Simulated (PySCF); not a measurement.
## Working out the ionisation energy of Sb²⁺

Sb²⁺ [Kr] 4d10 5s2 5p1 (2P) → Sb³⁺ [Kr] 4d10 5s2 (1S). Calculation: PySCF 2.14, in cc-pVTZ-PP with ECP28MDF (5s4p3d1f, 39 functions); scalar relativity through the core potential. Frozen: 4s2 4p6 4d10. Energies in hartree (1 hartree = 27.21139 eV):

```json
{"part": "UHF", "Sb²⁺ (lower)": "-238.373719", "Sb³⁺ (upper)": "-237.487046"}
{"part": "CCSD correlation", "Sb²⁺ (lower)": "-0.045912", "Sb³⁺ (upper)": "-0.035173"}
{"part": "(T)", "Sb²⁺ (lower)": "-0.000602", "Sb³⁺ (upper)": "0.000000"}
```

What does Hartree-Fock give?

(-237.487046) − (-238.373719) = 0.886673 hartree = 24.128 eV.

What do CCSD and CCSD(T) give?

The CCSD correlation energies differ by 0.010739 hartree = 0.292 eV and the triples by 0.000602 hartree = 0.016 eV, so CCSD gives 24.420 eV and CCSD(T) 24.436 eV.

Reference: 25.323 eV (measured; NIST Atomic Spectra Database, ionization energies), between the lowest levels; spin-orbit coupling is absent from the calculation.

What remains against the reference includes basis incompleteness, the frozen core and higher excitations.
